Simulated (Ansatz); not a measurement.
A run of Ansatz (development build ahead of 0.2.0) on singlet Cu2 at this shape:

```xyz
2

Cu    0.0000    0.0000   -1.1161
Cu    0.0000    0.0000    1.1161
```

Its results:

```yaml
Converged: yes
Reference_energy: -3277.93742 hartree
Correlation_energy: -1.37288 hartree
Total_energy: -3279.31030 hartree
Spin_squared_of_the_determinant: 0.000
```

Which input gives this output? Name the method, the orbitals and the basis set, and write the input.

RHF-MP2 in cc-pVDZ. An unrestricted run that stays on the closed shell gives the same numbers.

```yaml
crystal:
  periodic: [false, false, false]
  atoms:
    - { symbol: Cu, position_ang: [0.0, 0.0, -1.11615] }
    - { symbol: Cu, position_ang: [0.0, 0.0, 1.11615] }
basis:
  gaussian: { orbitals: cc-pVDZ }
hamiltonian:
  xc: hf
correlation:
  method: mp2
  frozen_orbitals: { Cu: 5 }
```
